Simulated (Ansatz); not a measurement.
Start from `C#[C][AlH][OH]` and change one atom or group to get `[OH][AlH][C]#CS`.

Ansatz, PBE0-D4/def2-TZVP geometries, multiplicity 1. Each molecule was computed in one conformer, which needn't be the lowest.

```json
{"property": "size of the dipole moment (PBE/def2-TZVPP) / D", "`C#[C][AlH][OH]`": "1.66"}
{"property": "HOMO energy (PBE/def2-TZVPP) / eV", "`C#[C][AlH][OH]`": "-7.06"}
{"property": "zero-point energy (PBE0-D4/def2-TZVP) / kJ/mol", "`C#[C][AlH][OH]`": "103.4"}
{"property": "ideal-gas entropy at 298 K and 1 bar (rigid rotor, harmonic PBE0-D4/def2-TZVP) / J/(mol·K)", "`C#[C][AlH][OH]`": "309"}
{"property": "HOMO energy (PBE0/def2-TZVPP) / eV", "`C#[C][AlH][OH]`": "-8.30"}
{"property": "HOMO energy (B3LYP/def2-TZVPP) / eV", "`C#[C][AlH][OH]`": "-8.04"}
```

What does the change do to each property? (Best estimate.)

The calculation gave: 
| property | `[OH][AlH][C]#CS` | shift |
| --- | --- | --- |
| size of the dipole moment (PBE/def2-TZVPP) / D | 2.49 | 0.83 |
| HOMO energy (PBE/def2-TZVPP) / eV | -5.98 | 1.08 |
| zero-point energy (PBE0-D4/def2-TZVP) / kJ/mol | 104.3 | 0.9 |
| ideal-gas entropy at 298 K and 1 bar (rigid rotor, harmonic PBE0-D4/def2-TZVP) / J/(mol·K) | 357 | 48 |
| HOMO energy (PBE0/def2-TZVPP) / eV | -7.08 | 1.22 |
| HOMO energy (B3LYP/def2-TZVPP) / eV | -6.85 | 1.19 |

With PBE0 the HOMO rises by 1.22 eV and the LUMO rises by 0.13 eV, so the gap narrows by about 1.09 eV. PBE moves the HOMO by 1.08 eV and ωB97M-V by 1.42 eV. The zero-point energy changes by 0.9 kJ/mol with +3 modes. Dipoles are sizes alone; their direction can turn.

B3LYP here is the variant with VWN-RPA as its local correlation; programs differ in this.
